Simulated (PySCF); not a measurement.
C₅H₅Cl, SMILES ClC1=CC=CC1.

Geometry: ωB97X-D3(BJ)/def2-SVP. One conformer was computed; it need not be the lowest.

Calculation: PBE/def2-TZVP (PySCF).

Symmetry labels are those of the subgroup Cs that the program uses (full group Cs).

**Question.** List the valence orbital energies around the gap with their symmetry. (Estimate from the structure and the level; the computed values follow.)

**Answer.** 
```json
[
 {"orbital": "HOMO−7", "symmetry": "A'", "energy (eV)": "-10.09"},
 {"orbital": "HOMO−6", "symmetry": "A'", "energy (eV)": "-9.71"},
 {"orbital": "HOMO−5", "symmetry": "A'", "energy (eV)": "-9.40"},
 {"orbital": "HOMO−4", "symmetry": "A'", "energy (eV)": "-8.98"},
 {"orbital": "HOMO−3", "symmetry": "A\"", "energy (eV)": "-8.57"},
 {"orbital": "HOMO−2", "symmetry": "A\"", "energy (eV)": "-7.48"},
 {"orbital": "HOMO−1", "symmetry": "A'", "energy (eV)": "-7.32"},
 {"orbital": "HOMO", "symmetry": "A\"", "energy (eV)": "-5.32"},
 {"orbital": "LUMO", "symmetry": "A\"", "energy (eV)": "-1.78"},
 {"orbital": "LUMO+1", "symmetry": "A'", "energy (eV)": "0.10"},
 {"orbital": "LUMO+2", "symmetry": "A\"", "energy (eV)": "0.50"},
 {"orbital": "LUMO+3", "symmetry": "A'", "energy (eV)": "0.85"}
]
```
